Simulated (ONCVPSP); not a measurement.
Ranking ONCV potentials for Be

All share these settings but for the change named:

Be, optimised norm-conserving Vanderbilt (ONCV), made with ONCVPSP 4.0.1 (LDA (Perdew-Zunger), scalar-relativistic). Core none, reference 1s2 2s2. Waves: 1s+2s: rc 0.70 bohr, ncon 4, nbas 7, qcut 16.6 1/bohr, 3 projectors, debl 3.2 Ha; p scattering state at 0.44 Ha: rc 0.65 bohr, ncon 4, nbas 8, qcut 12.9 1/bohr, 3 projectors, debl 2.4 Ha; d scattering state at 0.39 Ha: rc 0.70 bohr, ncon 4, nbas 9, qcut 13.7 1/bohr, 2 projectors, debl 2.1 Ha. Local part: polynomial inside 0.65 bohr (lpopt 5, dvloc0 0 Ha). Core correction: none.

Cutoff: the first of the cutoffs (Ha) at which the residual kinetic energy of the hardest occupied pseudo-wave falls to 1 and 0.1 mHa per electron; the density cutoff is not measured.

The base gives 106 Ha.

Of 8 variants that were run, those that failed, showed a ghost or another fault, or gave nearly equal values are left out.

A variant can come out equal or close to the base.

Rank these variants from softest to hardest (loose cutoff).
A. s: qcut 24.2; p: qcut 18.8; d: qcut 20
B. s: qcut 17; p: qcut 13.2; d: qcut 14
C. s: qcut 20.3; p: qcut 15.8; d: qcut 16.8

B (108 Ha), C (126 Ha), A (147 Ha).
